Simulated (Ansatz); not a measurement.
Potential energy surface of H2Be, singlet: symmetric bend, bond length relaxed. Scanned: H-Be-H angle. Other coordinates (Be-H bond length) were minimised at B3LYP/def2-TZVP.

Levels of theory: RKS-PBE/cc-pVTZ = restricted PBE/cc-pVTZ (Ansatz, a program for electronic structure); RKS-B3LYP/cc-pVTZ = restricted B3LYP/cc-pVTZ (Ansatz); FCI/cc-pVTZ = full CI/cc-pVTZ, frozen core (Ansatz).

Energies relative to the lowest point of each profile, in mEh; the last columns give the error against full CI:

| a / ° | RKS-PBE/cc-pVTZ | RKS-B3LYP/cc-pVTZ | FCI/cc-pVTZ | RKS-PBE/cc-pVTZ − FCI/cc-pVTZ | RKS-B3LYP/cc-pVTZ − FCI/cc-pVTZ |
|---|---|---|---|---|---|
| 180 | 0.0 | 0.0 | 0.0 | 0.0 | 0.0 |
| 170.57 | 0.7 | 0.7 | 0.7 | 0.0 | 0.0 |
| 159.83 | 3.1 | 3.2 | 3.1 | 0.0 | 0.1 |
| 147.95 | 7.9 | 8.2 | 8.0 | -0.1 | 0.2 |
| 137.55 | 14.0 | 14.6 | 14.3 | -0.2 | 0.4 |
| 129.41 | 20.1 | 21.0 | 20.5 | -0.4 | 0.5 |
| 120.03 | 28.7 | 30.0 | 29.4 | -0.7 | 0.6 |
| 107.66 | 42.8 | 44.8 | 44.1 | -1.3 | 0.7 |
| 102.04 | 50.3 | 52.8 | 52.0 | -1.7 | 0.7 |
| 88.81 | 71.2 | 74.8 | 74.1 | -3.0 | 0.7 |
| 78.58 | 90.5 | 95.3 | 94.9 | -4.4 | 0.4 |
| 70.30 | 108.3 | 114.2 | 114.2 | -5.9 | 0.0 |
| 60 | 132.6 | 140.1 | 141.1 | -8.4 | -1.0 |

RKS-PBE/cc-pVTZ is furthest from FCI/cc-pVTZ at 60 (-8.4 mEh, below); its mean absolute error over the points is 2.0 mEh.

RKS-B3LYP/cc-pVTZ is furthest from FCI/cc-pVTZ at 60 (-1.0 mEh, below); its mean absolute error over the points is 0.4 mEh.
